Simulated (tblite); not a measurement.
Cu, doublet (GFN-xTB shapes and energies of metal compounds can be far from the true ones); tblite with GFN1-xTB.

Input for tblite:
```
$ tblite run mol.xyz --method gfn1 --charge 0 --spin 1 --grad --json tblite.json --no-restart

# file mol.xyz
1

Cu     0.00000000     0.00000000     0.00000000
```

It wrote (shortened):

```
xTB calculator
 | screened Coulomb repulsion
 | Coulomb electrostatics
 |  * isotropic Klopman-Ohno-Mataga-Nishimoto electrostatics
 |  * onsite third-order electrostatics
 | DFT-D3(BJ) dispersion correction

halogen bonding energy    0.0000000000000E+00 Eh
repulsion energy          0.0000000000000E+00 Eh
dispersion energy         0.0000000000000E+00 Eh
number of electrons       1.1000000000000E+01 e
integral cutoff           3.2615407794351E+01 bohr

------------------------------------------------------------
  cycle        total energy    energy error   density error
------------------------------------------------------------
      1     -4.390889612685  -4.3908896E+00   8.1649658E-01
      2     -4.390889612685   0.0000000E+00   4.8989795E-01
      3     -4.390889612685   0.0000000E+00   2.9390938E-05
      4     -4.390889612685   0.0000000E+00   4.5777912E-14
------------------------------------------------------------

electronic energy        -4.3908896126849E+00 Eh
total energy             -4.3908896126849E+00 Eh

Post processing:
 | Mayer-Wiberg bond orders

[Info] Tight-binding results written to 'tblite.txt'
[Info] JSON dump of results written to 'tblite.json'
```
